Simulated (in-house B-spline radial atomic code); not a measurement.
Settings and results of a run for La²⁺ (an excited or competing configuration). Method: scalar-relativistic (X2C) HSE06, spin-polarised, spherical fractional occupations, exact exchange averaged over the configuration, Fermi nucleus of rms radius 4.855 fm. Calculated with a radial B-spline atomic code at the basis-set limit.

Command:
```bash
python run_scf.py task.json out
```
Settings (nuclear radius in fm, mass in u):
```
Z                57
configuration    [Xe] 5f1
hamiltonian      x2c
method           hse06
spin_polarised   True
nucleus          fermi
rms_radius       4.855
atomic_mass      138.90636
speed_of_light   137.035999084
exact_exchange   averaged over the configuration
```

Output (hartree, bohr):
```
 radial grid: 79 intervals, B-splines of order 8, outer radius 53.7037 bohr

 iter        energy (Eh)    residual
    1       -8482.761441    4.90e-01
    2       -8487.445548    3.29e-01
    3       -8490.916277    6.60e-02
    4       -8491.047974    2.10e-02
    5       -8491.054123    6.31e-03
    6       -8491.055464    1.03e-03
    7       -8491.055488    1.26e-04
    8       -8491.055490    1.62e-05
    9       -8491.055490    2.97e-06
   10       -8491.055490    3.92e-07

 total energy                     -8491.05549
 kinetic                            9089.0322
 electron-nucleus                 -20627.2194
 Hartree                            3251.9563
 exact exchange                      -49.6794
 exchange-correlation               -155.1453

 orbital      occ     eigenvalue          <r>       <r^2>       <1/r>       r_max
 1s up      1.000     -1425.7371     0.024416 0.000819499     65.6288      0.0153
 1s down    1.000     -1425.7371     0.024416 0.000819499     65.6288      0.0153
 2s up      1.000      -228.5171     0.106828   0.0135282     15.0216      0.0908
 2s down    1.000      -228.5171     0.106828   0.0135282     15.0216      0.0908
 2p up      3.000      -205.0194    0.0939065   0.0107805     13.6383     0.07277
 2p down    3.000      -205.0194    0.0939065   0.0107805     13.6383     0.07277
 3s up      1.000       -49.8346     0.284488   0.0926151     5.34818      0.2603
 3s down    1.000       -49.8343     0.284487   0.0926142     5.34821      0.2603
 3p up      3.000       -42.2611     0.282494   0.0926052     4.94186      0.2547
 3p down    3.000       -42.2608     0.282492    0.092604     4.94189      0.2547
 3d up      5.000       -31.2782      0.25975   0.0795677     4.65053      0.2101
 3d down    5.000       -31.2779     0.259748   0.0795661     4.65056      0.2101
 4s up      1.000       -10.7716     0.654103    0.482514     2.18652      0.6086
 4s down    1.000       -10.7708     0.654103    0.482514     2.18653      0.6086
 4p up      3.000        -8.2770      0.69244    0.544791     1.99051      0.6353
 4p down    3.000        -8.2761     0.692443    0.544799      1.9905      0.6353
 4d up      5.000        -4.6126     0.767476    0.682525     1.72239      0.6723
 4d down    5.000        -4.6116     0.767503    0.682581     1.72233      0.6723
 5s up      1.000        -2.1593      1.54823      2.6836    0.858064       1.409
 5s down    1.000        -2.1588      1.54742     2.68041     0.85846       1.409
 5p up      3.000        -1.5018      1.76204     3.49244     0.73965       1.576
 5p down    3.000        -1.5006      1.76008     3.48414    0.740469       1.575
 5f up      1.000        -0.2372      5.84897      38.238    0.212028       5.372
```

Cost of the run: 0.79 s on 1 thread of AMD EPYC 9R45 96-Core Processor, with other jobs on the host.

One-electron X2C: radii and densities carry no picture-change correction, so inner-shell <1/r> comes out high (for 1s by about 2 % at Z = 33, 5 % at 54, 10 % at 75, 30 % at 118) and <r> low.
